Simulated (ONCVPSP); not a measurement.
**Sm: variants of one ONCV potential**

Base potential:

```
Element                 : Sm (Z = 62)
Generator               : ONCVPSP 4.0.1
Type                    : optimised norm-conserving Vanderbilt (ONCV)
Functional              : Wu-Cohen
Relativity              : scalar-relativistic
Frozen core             : [Kr] 4d10 4f5
Valence charge          : 11
Reference configuration : 5s2 5p6 5d1 6s1.75 6p0.25
Partial waves           : 5s+6s: rc 2.45 bohr, ncon 5, nbas 8, qcut 5.3 1/bohr, 2 projectors; 5p+6p: rc 2.35 bohr, ncon 4, nbas 8, qcut 5.8 1/bohr, 2 projectors; 5d: rc 2.85 bohr, ncon 4, nbas 9, qcut 4.5 1/bohr, 3 projectors, debl 0.7 Ha
Local potential         : polynomial inside 2.35 bohr (lpopt 3, dvloc0 0 Ha)
Core correction         : Teter function, fcfact 3.5, rcfact 1.2
```

Cutoffs, loose and tight: the cutoffs (Ha) at which the residual kinetic energy of the hardest occupied pseudo-wave falls to 1 and 0.1 mHa per electron. They do not see the model core or the augmentation charge, which bear on the density cutoff. Test errors are all-electron minus pseudo excitation energies from the reference, over the configurations 5s2 5p6 5d1 6s2 6p0; 5s2 5p6 5d1 6s1 6p0; 5s2 5p6 5d1 6s0 6p0; 5s2 5p6 5d2 6s1 6p0. A dash means not determined; rows that change the core or the reference have their own tests.

```csv
change,outcome,"cutoff, loose","cutoff, tight",bound ghosts,GHOST(+) flags above zero,largest test error (meV)
base,generated,10 Ha,12 Ha,none,none,-6.3
"all radii but the core radius scaled by about 0.80 (s 1.96, p 1.88, d 2.28 bohr); local potential polynomial inside 1.88 bohr (lpopt 3, dvloc0 0 Ha)",generated,14 Ha,38 Ha,none,s,-6.4
"all radii but the core radius scaled by about 1.07 (s 2.64, p 2.52, d 3.06 bohr); local potential polynomial inside 2.52 bohr (lpopt 3, dvloc0 0 Ha)",generated,9.4 Ha,11 Ha,none,none,-5.5
"all radii but the core radius scaled by about 1.19 (s 2.92, p 2.80, d 3.40 bohr); local potential polynomial inside 2.80 bohr (lpopt 3, dvloc0 0 Ha)",generated,7.8 Ha,10 Ha,none,none,-3.1
```

What comes out with this change to the base: all radii but the core radius scaled by about 1.28 (s 3.12, p 3.00, d 3.64 bohr); local potential polynomial inside 3.00 bohr (lpopt 3, dvloc0 0 Ha)?

outcome: generated; cutoff, loose: 7.2 Ha; cutoff, tight: 9.5 Ha; bound ghosts: none; GHOST(+) flags above zero: s; largest test error (meV): -3.2.

What comes out with this change to the base: all radii but the core radius scaled by about 0.92 (s 2.26, p 2.16, d 2.62 bohr); local potential polynomial inside 2.16 bohr (lpopt 3, dvloc0 0 Ha)?

outcome: generated; cutoff, loose: 12 Ha; cutoff, tight: 15 Ha; bound ghosts: none; GHOST(+) flags above zero: none; largest test error (meV): -6.7.

Reading the sweep of the scale of all radii but the core radius (base = 1) (base included, trends over the rows without a ghost): The loose cutoff falls from 14 Ha at 0.8 to 7.2 Ha at 1.28. A larger radius leaves more room for a smooth pseudo-wave, so fewer plane waves are needed; a smaller one forces it to follow the all-electron wave where it bends sharply. The median size of the test errors (rows with all tests solved) falls from 3.1 meV at 0.8 to 1.3 meV at 1.28. This runs against the usual rule that a larger radius transfers worse; these runs do not show why.
